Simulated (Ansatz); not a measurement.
CH₃BrClFSi (`F[SiH2]C(Cl)Br`), relaxed with RKS PBE-D4/def2-SVP in Ansatz from a rough embedded geometry. The force threshold is 0.03 eV/Å; the program also tests the step.

Total charge 0; spin multiplicity 1.

Start:

```xyz
8

F     0.846    1.912    0.509
Si    0.181    0.804   -0.442
C    -0.084   -0.724    0.538
Cl   -1.292   -0.581    1.701
Br   -0.588   -2.217   -0.655
H    -1.089    1.319   -1.061
H     1.167    0.585   -1.575
H     0.859   -1.098    0.986
```

Problem. By how much does the energy fall, and how many steps does the optimiser take? (Estimate.)

Solution. Ansatz gave: 0.29 eV, in 5 steps.

Problem. Which bonds change most? (Estimate.)

Solution. The calculation gave: C3–Cl4 from 1.683 to 1.785 Å; Si2–C3 from 1.834 to 1.904 Å; F1–Si2 from 1.604 to 1.639 Å; Si2–H7 from 1.518 to 1.497 Å.

Problem. Give the relaxed structure. (Estimate.)

Solution. Ansatz gave: 
```xyz
8

F     0.741    2.006    0.495
Si    0.205    0.813   -0.493
C    -0.057   -0.767    0.536
Cl   -1.247   -0.506    1.841
Br   -0.651   -2.116   -0.783
H    -1.114    1.211   -1.071
H     1.264    0.545   -1.517
H     0.860   -1.185    0.992
```
